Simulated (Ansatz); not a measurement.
C₃H₉GaSSiSn, SMILES `C#C[S][SnH]([GaH2])[CH2][SiH3]`, relaxed with RKS PBE0-D4/def2-TZVP in Ansatz 0.2.0 from a GFN2-xTB geometry. The force threshold is 0.005 eV/Å; the program also tests the step.

Charge 0, multiplicity 1. Sn takes the def2 core potential.

Start:

```xyz
16

C    -3.441   -0.488   -2.252
C    -2.516    0.270   -2.365
S    -1.288    1.398   -2.560
Sn    0.320    0.302   -1.027
Ga    2.901    0.659   -0.431
C    -0.622    0.243    1.002
Si    0.636   -0.453    2.220
H    -4.240   -1.163   -2.175
H     0.129   -1.362   -1.504
H     3.996   -0.302   -1.061
H     3.434    1.887    0.428
H    -1.533   -0.350    0.961
H    -0.908    1.259    1.270
H     0.798    0.415    3.382
H     2.006   -0.484    1.529
H     0.328   -1.830    2.582
```

By how much does the energy fall, and how many steps does the optimiser take? (Estimate.)

The calculation gave: 0.37 eV, in 28 steps, 1 of them rejected.

Which bonds change most? (An estimate is asked.)

Computed: Sn4–C6 from 2.238 to 2.179 Å; Sn4–Ga5 from 2.672 to 2.634 Å; C6–Si7 from 1.885 to 1.847 Å; Sn4–H9 from 1.741 to 1.710 Å.

Give the relaxed structure. (Best estimate.)

Ansatz gave: 
```xyz
16

C    -3.471    0.145   -2.045
C    -2.365    0.605   -2.191
S    -0.843    1.276   -2.402
Sn    0.363   -0.393   -1.074
Ga    2.721    0.496   -0.307
C    -0.635   -0.314    0.862
Si    0.724   -0.197    2.107
H    -4.449   -0.257   -1.930
H     0.033   -1.887   -1.836
H     3.825   -0.536    0.111
H     3.000    2.032   -0.429
H    -1.273   -1.185    1.021
H    -1.262    0.580    0.845
H     0.413    0.445    3.410
H     1.831    0.695    1.529
H     1.387   -1.506    2.330
```
